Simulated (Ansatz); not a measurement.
Reaction (ligand exchange at a Zr–O bond): `[NH2][Zr]([NH2])([NH2])[OH]` + HI → `[NH2][Zr]([NH2])([NH2])[I]` + H₂O

Gas-phase electronic energies from Ansatz, PBE0-D4/def2-TZVP geometries. CCSD(T)/CBS is the MP2 limit (def2-TZVPP, def2-QZVPP) plus CCSD(T) − MP2 in def2-TZVPP, frozen cores. This one scheme is used for every species. Functionals use def2-TZVPP. Elements past krypton have def2 core potentials. For I, Zr outer-core shells are correlated without core-valence functions, which leaves a few kJ/mol of doubt a bond. Each species was taken in one conformer, which may not be the lowest.

| level | ΔE (kJ/mol) | difference from CCSD(T)/CBS |
| --- | --- | --- |
| CAM-B3LYP-D4 | -33.9 | 17.3 |
| B2PLYP | -44.5 | 6.7 |
| r2SCAN | -47.8 | 3.4 |
| PBE0 | -50.5 | 0.7 |
| CCSD/def2-SVP | -28.9 | 22.3 |
| CCSD(T)/def2-SVP | -31.4 | 19.8 |
| SCS-MP2/def2-TZVPP | -50.5 | 0.7 |
| CCSD/def2-TZVPP | -45.4 | 5.8 |
| CCSD(T)/def2-TZVPP | -48.6 | 2.6 |
| MP2/def2-QZVPP | -60.3 | -9.1 |
| CCSD(T)/CBS | -51.2 | 0 |

What do rigid-rotor, harmonic-oscillator terms from PBE0-D4/def2-TZVP frequencies (298.15 K, 1 bar) make of the CCSD(T)/CBS value? (Best estimate.)

The calculation gave: ΔZPE = +14.0 kJ/mol, ΔH = -38.4 kJ/mol, ΔS = -22 J/(mol·K), ΔG = -31.9 kJ/mol. Modes under 50 cm⁻¹ make the entropy rough.

Largest T1 diagnostic among the species: 0.016.

At CCSD(T), def2-SVP lies +19.8 kJ/mol from the extrapolated value and def2-TZVPP +2.6 kJ/mol. From r2SCAN to r2SCAN0 (25 % exact exchange), in def2-TZVPP and without D4, ΔE moves by −5.0 kJ/mol.

CCSD(T)/CBS has its own doubt, a few kJ/mol and more with outer-core shells, so smaller differences from it don't rank the levels.
